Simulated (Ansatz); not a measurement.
Species: sum formula BNH2Br2, net charge 0, singlet state. SMILES: NB(Br)Br
Coordinates optimised at B3LYP-D3(BJ)/def2-TZVP (Ansatz, an electronic-structure program):
```xyz
6

N     -1.9513    -0.5470     0.0808
B     -0.6219    -0.1743     0.0257
Br     0.6858    -1.3636    -0.7605
Br    -0.0655     1.5375     0.7348
H     -2.2804    -1.4285    -0.2770
H     -2.6616     0.0432     0.4816
```
Charge 0, spin multiplicity 1.

Property: atomisation energy (electronic, to ground-state atoms), in kJ/mol. Cores are frozen in the correlated levels unless marked. Open shells are spin-unrestricted. Spin-orbit coupling is left out. The frozen core is the preceding noble-gas configuration, with the filled d and f shells of earlier blocks. No relativistic terms. The coupled-cluster limit lacks core correlation, which all-electron functionals hold. CBS(X,Y): correlation extrapolated as X^-3; Hartree-Fock from the larger set (for Q and 5 zeta extrapolated as (X+1)exp(-9√X)).

```json
[
 {"level": "HF/aug-cc-pVDZ", "program": "Ansatz", "atomisation energy (kJ/mol)": "1454.7"},
 {"level": "HF/cc-pVQZ", "program": "Ansatz", "atomisation energy (kJ/mol)": "1476.7"},
 {"level": "r2SCAN0-D4/def2-TZVPD", "program": "Ansatz + dftd4", "atomisation energy (kJ/mol)": "2056.8"},
 {"level": "r2SCAN0/def2-TZVPD", "program": "Ansatz", "atomisation energy (kJ/mol)": "2052.7"},
 {"level": "B2GP-PLYP/def2-TZVPD", "program": "Ansatz", "atomisation energy (kJ/mol)": "2044.4"},
 {"level": "B2PLYP/def2-TZVPD", "program": "Ansatz", "atomisation energy (kJ/mol)": "2047.7"},
 {"level": "RPA@PBE/cc-pVTZ", "program": "Ansatz", "atomisation energy (kJ/mol)": "1879.2"},
 {"level": "MP2/6-31G", "program": "Ansatz", "atomisation energy (kJ/mol)": "1724.9"},
 {"level": "MP2/cc-pVTZ", "program": "Ansatz", "atomisation energy (kJ/mol)": "2060.9"},
 {"level": "MP2/aug-cc-pVQZ", "program": "Ansatz", "atomisation energy (kJ/mol)": "2111.8"},
 {"level": "RI-MP2/aug-cc-pVQZ", "program": "Ansatz", "atomisation energy (kJ/mol)": "2111.3"},
 {"level": "RI-MP2/CBS(aug-cc-pVTZ,aug-cc-pVQZ)", "program": "Ansatz", "atomisation energy (kJ/mol)": "2134.1"},
 {"level": "CCSD/cc-pV5Z", "program": "Ansatz", "atomisation energy (kJ/mol)": "2005.3"},
 {"level": "CCSD(T)/aug-cc-pVQZ", "program": "Ansatz", "atomisation energy (kJ/mol)": "2044.8"},
 {"level": "CCSD(T)/CBS(cc-pVQZ,cc-pV5Z)", "program": "Ansatz", "atomisation energy (kJ/mol)": "2066.0"}
]
```
